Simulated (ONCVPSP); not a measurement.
Plane-wave convergence, ONCV potential for Zr (Z = 40)

* Element: Zr (Z = 40)
* Generator: ONCVPSP 4.0.1
* Type: optimised norm-conserving Vanderbilt (ONCV)
* Functional: PBE
* Relativity: scalar-relativistic
* Frozen core: [Ar] 3d10
* Valence charge: 12
* Reference configuration: 4s2 4p6 4d2 (charge +2)
* Partial waves: 4s: rc 1.65 bohr, ncon 4, nbas 8, qcut 8.2 1/bohr, 2 projectors, debl 3.6 Ha; 4p: rc 2.30 bohr, ncon 4, nbas 7, qcut 7.4 1/bohr, 1 projector; 4d: rc 2.30 bohr, ncon 3, nbas 7, qcut 8 1/bohr, 2 projectors, debl 0.8 Ha
* Local potential: polynomial inside 1.60 bohr (lpopt 5, dvloc0 3 Ha)
* Core correction: Teter function, fcfact 4.5, rcfact 1.7

**Question.** For each optimised wave give the share of its norm inside rc, the residual kinetic energy above qcut (Ha) and the cutoffs (Ha) for errors of 10, 1, 0.1 and 0.01 mHa per electron.

**Answer.**

| wave | norm inside rc | residual KE | 10 mHa | 1 mHa | 0.1 mHa | 0.01 mHa |
| --- | --- | --- | --- | --- | --- | --- |
| 4s | 0.856 | 2.1e-07 | 16.8 | 21.9 | 25.7 | 29.0 |
| s projector 2 | 0.054 | 4.8e-07 | 15.3 | 21.5 | 25.9 | 29.5 |
| 4p | 0.953 | 1.4e-08 | 7.9 | 10.3 | 12.4 | 14.3 |
| 4d | 0.692 | 5.7e-10 | 10.8 | 14.8 | 18.3 | 21.2 |
| d projector 2 | 0.178 | 5.0e-10 | 10.8 | 15.1 | 18.9 | 22.2 |

The occupied waves need 22 Ha and 26 Ha for 1 and 0.1 mHa.
